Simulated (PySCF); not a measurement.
Zn(I)(GeH3) (GeH3IZn), SMILES [GeH3][Zn][I]. Atoms are numbered in the order given.

```xyz
6

Zn     0.0000     0.0000     0.3781
I      0.0000     0.0000    -2.0718
Ge     0.0000     0.0000     2.7655
H      1.2445     0.7185     3.3235
H     -1.2445     0.7185     3.3235
H      0.0000    -1.4370     3.3235
```

Geometry: PBE0-D3(BJ)/def2-SVP. The structure was generated by enumeration; whether it is a known compound was not checked. The def2 effective core potentials stand for the cores of I; spin–orbit coupling is left out.

The numbers are results of TDA-PBE/def2-SVPD (PySCF), not measurements.

Vertical excitations; the highest root listed may be one member of a degenerate set. Gas-phase values at a fixed geometry. State labels are in the subgroup Cs.

Task: Give excitation energies, oscillator strengths and character. (Estimate from the structure and the level; the computed values follow.)

Result: 
```csv
state,symmetry,energy (eV),λ (nm),f,main pairs
S1,A",4.71,263,0.000,"HOMO−1→LUMO+1 50 %, HOMO→LUMO+2 50 %"
S2,A',4.73,262,0.015,HOMO−1→LUMO (degenerate set)
S3,A",4.73,262,0.015,HOMO→LUMO (degenerate set)
S4,A",4.75,261,0.000,"HOMO→LUMO+2, HOMO−1→LUMO+1 (degenerate set)"
S5,A',4.75,261,0.000,"HOMO→LUMO+1, HOMO−1→LUMO+2 (degenerate set)"
S6,A',5.11,243,0.001,"HOMO−1→LUMO+2 37 %, HOMO→LUMO+1 37 %, HOMO−2→LUMO 20 %"
S7,A',5.39,230,0.018,HOMO−2→LUMO+2 (degenerate set)
S8,A",5.39,230,0.018,HOMO−2→LUMO+1 (degenerate set)
S9,A',6.10,203,1.141,HOMO−2→LUMO 61 %
S10,A",6.38,194,0.003,HOMO→LUMO+3 100 %
T1,A',4.47,278,0,HOMO−1→LUMO (degenerate set)
T2,A",4.47,278,0,HOMO→LUMO (degenerate set)
T3,A',4.49,276,0,"HOMO−1→LUMO+2 49 %, HOMO→LUMO+1 49 %"
T4,A",4.59,270,0,"HOMO−1→LUMO+1 50 %, HOMO→LUMO+2 50 %"
```
Triplets are in the Tamm–Dancoff approximation.
